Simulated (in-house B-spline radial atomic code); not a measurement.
Binding energies in Cu⁴⁺

NIST's tabulated ground configuration is [Ar] 3d7; each binding energy is the energy of the ion with one electron taken from that subshell, relaxed, less that of the parent. Computed with an all-electron radial atomic-structure program (B-spline basis): Dirac-Hartree-Fock, average of configuration, Fermi nucleus of rms radius 3.8823 fm. Energies include first-order Breit, QED and recoil terms.

| subshell | X-ray name | binding energy (eV) | -ε (eV) | relaxation (eV) |
| --- | --- | --- | --- | --- |
| 1s | K | 9066.2 | 9124.8 | 42.3 |
| 2s | L1 | 1188.5 | 1208.4 | 18.6 |
| 2p1/2 | L2 | 1040.9 | 1062.6 | 20.4 |
| 2p3/2 | L3 | 1020.8 | 1041.8 | 20.1 |
| 3s | M1 | 207.1 | 210.9 | 3.6 |
| 3p1/2 | M2 | 159.1 | 162.7 | 3.5 |
| 3p3/2 | M3 | 156.4 | 159.9 | 3.4 |
| 3d | M4,5 | 80.72 | 83.76 | 3.05 |

Relaxation = -ε minus the binding energy without Breit, QED and recoil terms.

Emission lines follow as differences of binding energies, with λ = 12398.42 eV·Å / E:

```
 line       holes  energy (eV)  wavelength (Å)
 K-L3  1s → 2p3/2       8045.4          1.5411
 K-L2  1s → 2p1/2       8025.3          1.5449
 K-M3  1s → 3p3/2       8909.8          1.3915
L1-M3  2s → 3p3/2       1032.1          12.013
L3-M1  2p3/2 → 3s        813.7          15.237
```

Task: What screening constant σ does Moseley's law, E = (3/4)·13.6057 eV·(Z - σ)², need for K-L3?

Result: σ = 0.92.

Task: What does it cost to remove both a 2p3/2 and a 2p1/2 electron?

Result: 2138.7 eV, which is 76.95 eV more than the two single binding energies together.

Task: What does it cost to remove both a 2p1/2 and a 3d electron?

Result: 1151.9 eV, which is 30.28 eV more than the two single binding energies together.

Task: What does it cost to remove both a 2s and a 2p3/2 electron?

Result: 2273 eV, which is 63.71 eV more than the two single binding energies together.
